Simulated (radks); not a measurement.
The numbers below are computed, except where a source is named.
Q: Coulomb parameter of the 4d shell of neutral molybdenum in the model configuration [Kr] 4d3 5s1 5p2, as a second difference U = [E(n + 0.5) + E(n - 0.5) - 2 E(n)] / (0.5)^2 with all orbitals relaxed. "Bare": the charge of the atom changes with n. "Screened": the 5p shell takes up the change at fixed total charge, which measures U(4d,4d) + U(5p,5p) - 2 U(4d,5p). Level of theory: scalar-relativistic Kohn-Sham, r2SCAN, spin-unpolarised, spherical densities, finite nucleus; meta-GGA in the generalised Kohn-Sham scheme; Fermi nuclear charge, rms radius 4.4091 fm (a radial shooting solver on a logarithmic mesh with Libxc functionals). Estimate both.

A: U(bare) = 8.874 eV, U(screened by 5p) = 2.415 eV, against the Slater integral F0(4d,4d) = 14.476 eV with frozen orbitals. The step up makes a negative ion, whose loosely bound charge lowers the bare value.
